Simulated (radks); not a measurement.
Values are calculated unless marked as measured or tabulated.
Problem. Mean orbital radii <r> (bohr) of the silver ion Ag3+, [Kr] 4d8, of relativity; Dirac values are averaged over j with weights 2j + 1. Spin-unpolarised spherical Kohn-Sham, LDA (Slater exchange, Perdew-Wang correlation), point nucleus unless stated (finite: rms radius 4.5454 fm), a radial shooting solver on a logarithmic mesh with Libxc functionals. A level marked "c x" has the speed of light scaled by that factor and shares open shells by 2j + 1; other Dirac levels either fill j = l - 1/2 first or share by 2j + 1.

| shell | non-rel. |
|---|---|
| 1s | 0.03242 |
| 2s | 0.1406 |
| 2p | 0.1201 |
| 3s | 0.3819 |
| 3p | 0.3736 |
| 3d | 0.3457 |
| 4s | 0.9345 |
| 4p | 0.9985 |
| 4d | 1.240 |
| 5s (empty) | 2.373 |
| 5p (empty) | 2.712 |

Give the values at the level "Dirac, c x 0.75".

Solution. 
shell       Dirac, c x 0.75  change of magnitude (%)
1s                  0.03008                    -7.21
2s                   0.1298                    -7.67
2p                   0.1155                    -3.79
3s                   0.3583                    -6.19
3p                   0.3630                    -2.84
3d                   0.3464                    +0.18
4s                   0.8811                    -5.71
4p                   0.9759                    -2.26
4d                    1.259                    +1.51
5s (empty)            2.250                    -5.18
5p (empty)            2.659                    -1.98
